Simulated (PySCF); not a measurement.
Mo(O)(NH)(F)(OH) (FH2MoNO2), SMILES [NH]=[Mo](=[O])([OH])[F], multiplicity 1.

Geometry optimised at B3LYP-D3(BJ)/def2-SVP. The spin state was assumed, not searched. The structure was generated by enumeration; whether it is a known compound was not checked. The def2 effective core potentials stand for the cores of Mo; spin–orbit coupling is left out. The values are those of a single conformer.

Method: PBE/def2-TZVP run with PySCF.

The molecule is in vacuum.

total energy: -374.49595 hartree
highest occupied level: -7.20 eV
lowest empty level: -3.03 eV
orbital gap: 4.17 eV
dipole moment: 2.97 D
quadrupole, principal values (traceless, Buckingham form, about the centre of nuclear charge): -9.17, 4.03, 5.14 D·Å
mean static polarisability: 51.5 bohr³ (7.62 Å³)
polarisability, principal values: 44.5, 52.0, 57.9 bohr³
